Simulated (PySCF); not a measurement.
Mn: excitation energy

Mn [Ar] 3d5 4s2 (6S) → Mn [Ar] 3d6 4s1 (6D), as a difference of total energies. Calculation: PySCF 2.14, in def2-QZVPPD; the non-relativistic Hamiltonian (point nucleus). Correlated levels: valence: [Ar] frozen. The calculations carry no spin-orbit coupling.

```tsv
method	excitation energy (eV)
UHF	3.173
MP2 (valence)	2.039
SCS-MP2 (valence)	2.024
CCSD (valence)	2.372
CCSD(T) (valence)	2.280
```

Question: How much does correlation contribute at CCSD(T) (valence)?

Answer: 2.280 − (3.173) = -0.893 eV, measured against UHF.

These non-relativistic numbers lack the scalar-relativistic shift.

Errors of the correlated levels include the incompleteness of this basis and the frozen core.

For comparison: 2.145 eV (measured; NIST levels, between the centres of gravity of the two terms).
